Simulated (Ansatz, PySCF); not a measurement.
Ways to break one bond of Br[SiH2]Br [dibromosilane]:

A. Br[SiH2]Br [dibromosilane] -> [SiH2]Br + Br atom
B. Br[SiH2]Br [dibromosilane] -> Br[SiH]Br + H atom

Quantity: bond dissociation energy (enthalpy at 298 K, with B3LYP-D3(BJ) rigid-rotor harmonic-oscillator terms), kJ/mol. Structures are relaxed separately at B3LYP-D3(BJ)/def2-TZVP in Ansatz (an electronic-structure program). Frequencies are from Ansatz or PySCF. Valence correlation only, unless marked. UHF or UKS for open shells. Spin-orbit coupling is left out. Frozen are the shells of the preceding noble gas and the d and f shells that filled before the atom's block. No relativistic terms. CBS(X,Y): correlation extrapolated as X^-3; Hartree-Fock from the larger set.

```tsv
	RI-HF/def2-QZVPPD (Ansatz)	B2GP-PLYP/def2-TZVPD (Ansatz)	CCSD(T)/6-31G* (Ansatz)	CCSD(T)/CBS(def2-TZVPPD,def2-QZVPPD) (Ansatz)
A	287.9	386.5	355.1	402.7
B	297.3	365.9	332.7	378.9
```
